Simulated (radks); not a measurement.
Values are calculated unless marked as measured or tabulated.
Valence configurations of the cerium ion Ce2+ (all share [Xe]). Code: a radial shooting solver on a logarithmic mesh with Libxc functionals. Model: scalar-relativistic Kohn-Sham, r2SCAN, spin-polarised, spherical densities, finite nucleus; open shells are filled with parallel spins first (spin-orbit coupling, left out, can overturn this in heavy ions); meta-GGA in the generalised Kohn-Sham scheme; Fermi nuclear charge, rms radius 4.8771 fm. Energies are relative to 4f2; eigenvalues in eV for spin up.

| valence | E (eV) | moment (Bohr magnetons) | e(4f) | e(5d) | e(6p) | e(6s) |
|---|---|---|---|---|---|---|
| 4f2 | 0.000 | 2 | -12.945 | - | - | - |
| 4f1 6s1 | 2.858 | 2 | -20.670 | - | - | -15.332 |
| 6s2 | 12.904 | 0 | - | - | - | -16.679 |
| 5d2 | 6.552 | 2 | - | -16.807 | - | - |
| 4f1.5 6p0.5 | 2.632 | 2 | -17.152 | - | -10.583 | - |
| 4f1 5d1 | 1.434 | 2 | -18.077 | -14.991 | - | - |
| 4f0.5 6s1 6p0.5 | 8.492 | 2 | -25.504 | - | -12.422 | -16.677 |
| 4f1.5 5d0.5 | 0.313 | 2 | -15.403 | -14.054 | - | - |
| 4f0.5 5d1 6s0.5 | 4.493 | 2 | -22.331 | -16.791 | - | -14.833 |
| 4f1 5d0.5 6s0.5 | 2.205 | 2 | -19.397 | -15.843 | - | -14.431 |

NIST lists [Xe] 4f2 as the ground configuration; this level of theory agrees among the configurations tried. The energies are those of spherical high-spin densities, not of single terms.
